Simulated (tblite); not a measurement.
Compound: C6H12GeSe.
Numbering: `[CH2:1]1[CH2:2][GeH:3]([C@@H:4]2[CH2:5][CH2:6][Se:7]2)[CH2:8]1` (hydrogens: H9, H10 on C1; H11, H12 on C2; H13 on Ge3; H14 on C4; H15, H16 on C5; H17, H18 on C6; H19, H20 on C8)

Computed with GFN2-xTB (tblite), gas phase: L-BFGS steps from a force-field or distance-geometry start until the largest atomic force falls under 0.01 eV/Å.

Step 123: E = -652.9466 eV
```
atom  x, y, z in Å  |  force x, y, z in eV/Å
C1      2.5761    0.3872   -0.1199    0.000   0.016  -0.005
C2      2.1153   -1.0838   -0.1196   -0.016   0.002  -0.007
Ge3     0.4115   -0.5576   -1.0155   -0.018   0.008   0.009
C4     -1.3074   -1.0483   -0.0931   -0.002  -0.012  -0.002
C5     -2.4863   -0.1153   -0.3751   -0.003  -0.014  -0.003
C6     -2.3925    0.7599    0.8699    0.002  -0.001   0.004
Se7    -1.2561   -0.5440    1.8309    0.000  -0.006  -0.003
C8      1.2846    1.1528   -0.4723    0.002   0.019   0.000
H9      3.3270    0.5495   -0.8920    0.019  -0.024  -0.016
H10     3.0012    0.6963    0.8339    0.027   0.003   0.002
H11     1.9359   -1.4482    0.8912   -0.006   0.001   0.003
H12     2.8076   -1.7641   -0.6077    0.010  -0.006   0.002
H13     0.2386   -0.8254   -2.5168    0.014   0.011   0.020
H14    -1.5274   -2.1085   -0.2154   -0.008  -0.003  -0.010
H15    -2.3976    0.4443   -1.3105    0.000  -0.023  -0.006
H16    -3.4265   -0.6683   -0.3935    0.001  -0.003  -0.005
H17    -3.3315    0.9629    1.3792   -0.020   0.022   0.008
H18    -1.8424    1.6855    0.7066    0.016   0.009   0.007
H19     0.8308    1.5945    0.4140   -0.004  -0.011  -0.020
H20     1.4338    1.9410   -1.2069   -0.014   0.011   0.023
```

Step 124: E = -652.9468 eV
```
atom  x, y, z in Å  |  force x, y, z in eV/Å
C1      2.5737    0.3882   -0.1185    0.003   0.016  -0.004
C2      2.1132   -1.0831   -0.1184   -0.005   0.008  -0.001
Ge3     0.4106   -0.5569   -1.0165   -0.018  -0.003   0.009
C4     -1.3084   -1.0502   -0.0957    0.002  -0.010   0.000
C5     -2.4865   -0.1158   -0.3747    0.004  -0.006  -0.004
C6     -2.3875    0.7600    0.8690    0.007  -0.004   0.018
Se7    -1.2560   -0.5495    1.8289   -0.002  -0.006   0.002
C8      1.2828    1.1538   -0.4728   -0.001   0.015   0.000
H9      3.3253    0.5504   -0.8898    0.023  -0.023  -0.017
H10     2.9973    0.6984    0.8358    0.027  -0.002  -0.002
H11     1.9344   -1.4471    0.8928   -0.010   0.000  -0.005
H12     2.8069   -1.7628   -0.6061    0.003  -0.002   0.005
H13     0.2408   -0.8269   -2.5178    0.014   0.012   0.020
H14    -1.5289   -2.1099   -0.2204   -0.006  -0.004  -0.011
H15    -2.4008    0.4414   -1.3117   -0.001  -0.016  -0.008
H16    -3.4269   -0.6671   -0.3875   -0.022  -0.018  -0.010
H17    -3.3245    0.9695    1.3800   -0.012   0.019  -0.001
H18    -1.8306    1.6812    0.7048    0.015   0.021   0.003
H19     0.8281    1.5950    0.4128   -0.009  -0.008  -0.012
H20     1.4320    1.9422   -1.2068   -0.010   0.011   0.018
```

Step 125: E = -652.9470 eV
```
atom  x, y, z in Å  |  force x, y, z in eV/Å
C1      2.5730    0.3889   -0.1180    0.008   0.013  -0.006
C2      2.1111   -1.0825   -0.1174    0.004   0.018   0.005
Ge3     0.4097   -0.5547   -1.0163   -0.013  -0.016   0.012
C4     -1.3099   -1.0513   -0.0976    0.006  -0.009  -0.001
C5     -2.4877   -0.1167   -0.3743    0.005  -0.002  -0.001
C6     -2.3851    0.7599    0.8685    0.022  -0.012   0.016
Se7    -1.2582   -0.5544    1.8275   -0.001  -0.008   0.012
C8      1.2828    1.1554   -0.4735   -0.003   0.010   0.003
H9      3.3249    0.5492   -0.8896    0.019  -0.020  -0.009
H10     2.9964    0.6994    0.8367    0.024  -0.005  -0.014
H11     1.9339   -1.4455    0.8946   -0.015  -0.001  -0.009
H12     2.8049   -1.7627   -0.6047   -0.004   0.003   0.007
H13     0.2453   -0.8264   -2.5174    0.009   0.012   0.015
H14    -1.5303   -2.1107   -0.2250   -0.002  -0.007  -0.013
H15    -2.4049    0.4377   -1.3130   -0.004  -0.007  -0.007
H16    -3.4280   -0.6674   -0.3817   -0.036  -0.027  -0.017
H17    -3.3204    0.9746    1.3800   -0.018   0.020  -0.001
H18    -1.8223    1.6769    0.7044    0.014   0.034  -0.002
H19     0.8276    1.5970    0.4114   -0.010  -0.005   0.000
H20     1.4318    1.9441   -1.2071   -0.005   0.010   0.012
```

Step 126: E = -652.9474 eV
```
atom  x, y, z in Å  |  force x, y, z in eV/Å
C1      2.5737    0.3897   -0.1189    0.011   0.004  -0.009
C2      2.1101   -1.0816   -0.1170    0.014   0.021   0.013
Ge3     0.4084   -0.5523   -1.0144   -0.002  -0.025   0.017
C4     -1.3120   -1.0524   -0.0982    0.009  -0.009  -0.004
C5     -2.4897   -0.1178   -0.3739    0.006   0.001  -0.002
C6     -2.3845    0.7595    0.8683    0.021  -0.009   0.012
Se7    -1.2640   -0.5599    1.8273    0.004  -0.009   0.024
C8      1.2839    1.1571   -0.4734   -0.004   0.001   0.002
H9      3.3252    0.5473   -0.8917    0.013  -0.013  -0.001
H10     2.9984    0.6999    0.8356    0.023  -0.004  -0.025
H11     1.9345   -1.4432    0.8959   -0.017  -0.002  -0.012
H12     2.8036   -1.7629   -0.6039   -0.015   0.010   0.009
H13     0.2513   -0.8243   -2.5153    0.001   0.010   0.006
H14    -1.5323   -2.1113   -0.2288    0.003  -0.012  -0.015
H15    -2.4086    0.4336   -1.3145   -0.008   0.004  -0.004
H16    -3.4296   -0.6686   -0.3775   -0.047  -0.031  -0.019
H17    -3.3191    0.9803    1.3791   -0.008   0.016  -0.007
H18    -1.8153    1.6727    0.7043    0.009   0.036  -0.005
H19     0.8296    1.5991    0.4111   -0.014   0.000   0.019
H20     1.4312    1.9458   -1.2068    0.002   0.012   0.002
```

Problem. Estimate the geometry and energy of step 127. (The exact step hangs on the optimiser's Hessian estimate; all steps are aligned on step 126, rigid shifts and turns removed.)

Solution. E = -652.9478 eV, largest force 0.055 eV/Å
```
atom  x, y, z in Å  |  force x, y, z in eV/Å
C1      2.5773    0.3898   -0.1227    0.010  -0.009  -0.008
C2      2.1108   -1.0808   -0.1174    0.017   0.016   0.019
Ge3     0.4074   -0.5499   -1.0101    0.012  -0.026   0.024
C4     -1.3146   -1.0524   -0.0963    0.013  -0.010  -0.009
C5     -2.4922   -0.1187   -0.3740    0.003  -0.004  -0.003
C6     -2.3884    0.7592    0.8681    0.023  -0.010  -0.003
Se7    -1.2734   -0.5624    1.8292    0.014  -0.011   0.035
C8      1.2869    1.1585   -0.4718   -0.008  -0.008   0.001
H9      3.3264    0.5442   -0.8987    0.005  -0.006   0.003
H10     3.0063    0.6988    0.8304    0.025   0.002  -0.029
H11     1.9372   -1.4400    0.8967   -0.016  -0.001  -0.010
H12     2.8028   -1.7648   -0.6037   -0.024   0.017   0.009
H13     0.2573   -0.8196   -2.5109   -0.011   0.006  -0.006
H14    -1.5343   -2.1110   -0.2288    0.008  -0.019  -0.018
H15    -2.4099    0.4298   -1.3160   -0.012   0.017  -0.003
H16    -3.4315   -0.6709   -0.3781   -0.046  -0.025  -0.016
H17    -3.3237    0.9825    1.3763   -0.012   0.018  -0.006
H18    -1.8160    1.6705    0.7052    0.005   0.037  -0.006
H19     0.8359    1.5996    0.4143   -0.016   0.004   0.035
H20     1.4305    1.9483   -1.2044    0.008   0.014  -0.008
```

The energy changes by -0.0004 eV. The first-order estimate −F·Δx gives -0.0006 eV and the mean of the old and new forces, exact on a quadratic surface, -0.0004 eV. The step makes an angle of 78° with the force vector and moves no atom by more than 0.010 Å.

The cost below is that of the whole relaxation. On Intel Xeon at 2.50 GHz, one thread (shared host), this took 4.2 s wall.
